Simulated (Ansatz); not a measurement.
Species: trichloro(fluoro)silane, sum formula SiCl₃F (charge 0, singlet). SMILES: F[Si](Cl)(Cl)Cl
Geometry: optimised at B3LYP-D3(BJ)/def2-TZVP (Ansatz, an electronic-structure program).

Quantity: vertical triplet-singlet gap (E(triplet) - E(singlet); each state is the SCF solution reached for its spin; the molecule has degenerate orbitals, so one determinant may break the symmetry; for the triplet T1 is 0.045), in eV. Valence correlation only, unless marked. UHF or UKS for open shells. No spin-orbit coupling. No relativistic terms. CBS(X,Y): correlation extrapolated as X^-3; Hartree-Fock from the larger set. The bracket is a focal-point correction in the basis named.

```csv
level,program,vertical triplet-singlet gap (eV),minus last row
HF/aug-cc-pV(D+d)Z,Ansatz,7.98,-0.09
HF/aug-cc-pV(T+d)Z,Ansatz,8.02,-0.05
SVWN5/def2-TZVPD,Ansatz,6.52,-1.55
PBE/def2-TZVPD,Ansatz,6.51,-1.56
r2SCAN/def2-TZVPD,Ansatz,6.99,-1.08
PBE0/def2-TZVPD,Ansatz,7.21,-0.86
BHLYP/def2-TZVPD,Ansatz,7.81,-0.26
wB97M-V/def2-TZVPD,Ansatz,7.86,-0.21
wB97X-V/def2-TZVPD,Ansatz,8.04,-0.03
B2PLYP/def2-TZVPD,Ansatz,7.65,-0.42
MP2/aug-cc-pV(T+d)Z,Ansatz,8.37,0.30
RI-MP2/aug-cc-pV(T+d)Z,Ansatz,8.37,0.30
RI-MP2/aug-cc-pV(Q+d)Z,Ansatz,8.41,0.34
"RI-MP2/CBS(aug-cc-pV(T+d)Z,aug-cc-pV(Q+d)Z)",Ansatz,8.45,0.38
SCS-MP2/aug-cc-pV(D+d)Z,Ansatz,8.36,0.29
SCS-MP2/aug-cc-pV(T+d)Z,Ansatz,8.44,0.37
CCSD/aug-cc-pV(D+d)Z,Ansatz,8.02,-0.05
CCSD(T)/aug-cc-pV(D+d)Z,Ansatz,7.90,-0.17
CCSD(T)/aug-cc-pV(T+d)Z,Ansatz,7.99,-0.08
"RI-MP2/CBS(aug-cc-pV(T+d)Z,aug-cc-pV(Q+d)Z)+[CCSD(T)-MP2]/aug-cc-pV(D+d)Z",Ansatz,8.04,-0.03
"RI-MP2/CBS(aug-cc-pV(T+d)Z,aug-cc-pV(Q+d)Z)+[CCSD(T)-MP2]/aug-cc-pV(T+d)Z",Ansatz,8.07,0.00
```
